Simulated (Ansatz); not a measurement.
Cartesian coordinates (Å):
```xyz
5

Zr     0.0000     0.0001     0.0000
H     -0.7409    -0.3755     1.6582
H      1.7956     0.4169     0.2051
H     -0.1686    -1.4817    -1.1025
H     -0.8860     1.4409    -0.7610
```
Charge 0, spin multiplicity 1.

Level of theory: frozen-core CCSD(T)/def2-TZVPP // BP86-D3(BJ)/def2-SVP in Ansatz (a quantum-chemistry and plane-wave program).

```json
{
  "HF energy": "-48.78101 Ha",
  "MP2 correlation energy": "-0.35224 Ha"
}
```

Q: Estimate the CCSD correlation energy, the (T) correction, the total energy and the T1 diagnostic.

A: 
| Item | Value |
|---|---|
| CCSD correlation energy | -0.38446 Ha |
| (T) correction | -0.01203 Ha |
| CCSD(T) total energy | -49.17749 Ha |
| T1 diagnostic | 0.019 |
